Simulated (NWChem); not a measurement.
Species: MgSiH3F; SMILES [F][Mg][SiH3]

```xyz
6

Mg    -0.0130     0.8557    -0.0002
F      0.1350     2.5942     0.0002
Si    -0.2305    -1.7007    -0.0007
H      0.4039    -2.3283    -1.1992
H     -1.6543    -2.1538     0.0051
H      0.4141    -2.3297     1.1916
```
Atoms are numbered in this order, from 1.

Computed with NWChem. Coordinates come from a B3LYP/6-31G* (spherical d) optimisation. Vzz is the largest principal value of the second derivative of the potential at the nucleus (NWChem prints the opposite sign); η is the asymmetry. Non-relativistic.

For level PBE0/cc-pVTZ:

| Quantity | Result |
|---|---|
| Vzz Mg1 (a.u.) | -0.865 |

**Question.** What are these values for level PBE0/def2-SVP?

**Answer.** 
| Property | Value |
|---|---|
| Vzz Mg1 (a.u.) | -0.906 |
